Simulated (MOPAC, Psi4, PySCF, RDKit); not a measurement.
Internal rotation in SMILES C(C#C)[SiH2]O[SiH3] (C3H8OSi2), singlet. Scanned: dihedral C2–C3–Si4–O5; all other coordinates were relaxed at GFN2-xTB. Points at φ and −φ are mirror images. Heavy atoms are numbered in the order of the SMILES C#CC[SiH2]O[SiH3], hydrogens after them in the order of the atoms that carry them; the mirror image has the same energies with the sign of each dihedral reversed.

Levels of theory: PM7, restricted, heats of formation // GFN2-xTB (MOPAC); UFF // GFN2-xTB (RDKit); RKS-B3LYP/LANL2DZ = restricted B3LYP/LANL2DZ, with its core potentials past Ne // GFN2-xTB run with PySCF; PBE-D3(BJ)/def2-TZVP // GFN2-xTB (Psi4).

Energies relative to the lowest point of each profile, in kJ/mol; the last columns give the difference from PBE-D3(BJ):

```tsv
φ / °	PM7	UFF	RKS-B3LYP/LANL2DZ	PBE-D3(BJ)/def2-TZVP	PM7 − PBE-D3(BJ)/def2-TZVP	UFF − PBE-D3(BJ)/def2-TZVP	RKS-B3LYP/LANL2DZ − PBE-D3(BJ)/def2-TZVP
-150	2.4	36.4	3.8	5.3	-3.0	31.1	-1.5
-120	3.7	54.4	8.0	10.1	-6.4	44.3	-2.2
-90	2.7	14.0	7.5	5.2	-2.5	8.8	2.3
-60	0.7	0.0	5.1	0.0	0.7	0.0	5.1
-30	3.8	6.4	7.8	0.8	3.0	5.6	7.0
0	6.5	24.1	10.9	4.8	1.8	19.3	6.1
30	3.8	6.4	7.8	0.8	3.0	5.6	7.0
60	0.7	0.0	5.1	0.0	0.7	0.0	5.1
90	2.7	14.0	7.5	5.2	-2.5	8.8	2.3
120	3.7	54.4	8.0	10.1	-6.4	44.3	-2.2
150	2.4	36.4	3.8	5.3	-3.0	31.1	-1.5
180	0.0	34.1	0.0	1.6	-1.6	32.5	-1.6
```

PM7 is furthest from PBE-D3(BJ)/def2-TZVP at -120 (-6.4 kJ/mol, below); its mean absolute difference over the points is 2.9 kJ/mol.

UFF is furthest from PBE-D3(BJ)/def2-TZVP at -120 (44.3 kJ/mol, above); its mean absolute difference over the points is 19.3 kJ/mol.

RKS-B3LYP/LANL2DZ is furthest from PBE-D3(BJ)/def2-TZVP at -30 (7.0 kJ/mol, above); its mean absolute difference over the points is 3.7 kJ/mol.
